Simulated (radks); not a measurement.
Species: Hf I. Configuration: [Xe] 4f14 5d1 6s2 6p1 (not the ground configuration).

Method: non-relativistic Kohn-Sham, revPBE, spin-polarised, spherical densities, point nucleus; open shells are filled with parallel spins first (spin-orbit coupling, left out, can overturn this in heavy ions); relativity is left out, which matters for an element this heavy; computed with a radial shooting solver on a logarithmic mesh with Libxc functionals.

Energy parts (hartree):
part                       energy
total                 -14325.1425
kinetic                14321.3046
electron-nucleus      -34104.1191
Hartree                 5750.8736
exchange-correlation    -293.2015

Orbitals (lengths in bohr, moments of r in powers of bohr; <r^-3> diverges for s and p1/2):
1s up: occ. 1; eigenvalue (hartree) -2212.555; <r> 0.02104
1s down: occ. 1; eigenvalue (hartree) -2212.555; <r> 0.02104
2s up: occ. 1; eigenvalue (hartree) -361.3801; <r> 0.08903
2s down: occ. 1; eigenvalue (hartree) -361.3786; <r> 0.08903
2p up: occ. 3; eigenvalue (hartree) -345.9176; <r> 0.07534; <r^-3> 13010
2p down: occ. 3; eigenvalue (hartree) -345.9164; <r> 0.07534; <r^-3> 13010
3s up: occ. 1; eigenvalue (hartree) -81.72243; <r> 0.2267
3s down: occ. 1; eigenvalue (hartree) -81.72214; <r> 0.2267
3p up: occ. 3; eigenvalue (hartree) -74.61317; <r> 0.2167; <r^-3> 2758
3p down: occ. 3; eigenvalue (hartree) -74.61280; <r> 0.2167; <r^-3> 2758
3d up: occ. 5; eigenvalue (hartree) -61.37349; <r> 0.1904; <r^-3> 483.9
3d down: occ. 5; eigenvalue (hartree) -61.37260; <r> 0.1904; <r^-3> 483.9
4s up: occ. 1; eigenvalue (hartree) -16.06788; <r> 0.5080
4s down: occ. 1; eigenvalue (hartree) -16.06693; <r> 0.5080
4p up: occ. 3; eigenvalue (hartree) -13.13763; <r> 0.5166; <r^-3> 619.0
4p down: occ. 3; eigenvalue (hartree) -13.13660; <r> 0.5166; <r^-3> 618.9
4d up: occ. 5; eigenvalue (hartree) -7.82435; <r> 0.5376; <r^-3> 93.03
4d down: occ. 5; eigenvalue (hartree) -7.82302; <r> 0.5376; <r^-3> 93.04
5s up: occ. 1; eigenvalue (hartree) -2.19055; <r> 1.237
5s down: occ. 1; eigenvalue (hartree) -2.17184; <r> 1.234
5p up: occ. 3; eigenvalue (hartree) -1.38143; <r> 1.380; <r^-3> 81.95
5p down: occ. 3; eigenvalue (hartree) -1.35920; <r> 1.376; <r^-3> 82.79
4f up: occ. 7; eigenvalue (hartree) -1.00457; <r> 0.6515; <r^-3> 16.41
4f down: occ. 7; eigenvalue (hartree) -1.00094; <r> 0.6496; <r^-3> 16.45
5d up: occ. 1; eigenvalue (hartree) -0.24350; <r> 2.142; <r^-3> 5.349
6s up: occ. 1; eigenvalue (hartree) -0.22324; <r> 3.537
5d down: occ. 0; eigenvalue (hartree) -0.21328; <r> 2.134; <r^-3> 5.451
6s down: occ. 1; eigenvalue (hartree) -0.19173; <r> 3.578
6p up: occ. 1; eigenvalue (hartree) -0.09859; <r> 4.523; <r^-3> 5.895
6p down: occ. 0; eigenvalue (hartree) -0.07144; <r> 4.738; <r^-3> 5.318

The highest occupied level is 6p up at -2.683 eV. The configuration is held as typed, so some empty levels lie below it. Summed over all electrons, <r^2> = 88.19 bohr^2, which gives a Langevin (diamagnetic) susceptibility term of -69.8 x 10^-6 cm^3/mol. The electron density at the nucleus is 2.67e+05 e/bohr^3. The density falls to 0.001 e/bohr^3 at r = 5.36 bohr. The spin density at the nucleus is -0.5976 e/bohr^3 (1s -0.0145, 2s -0.0351, 3s -0.0059, 4s 0.0526, 5s -0.8117, 6s 0.2171).
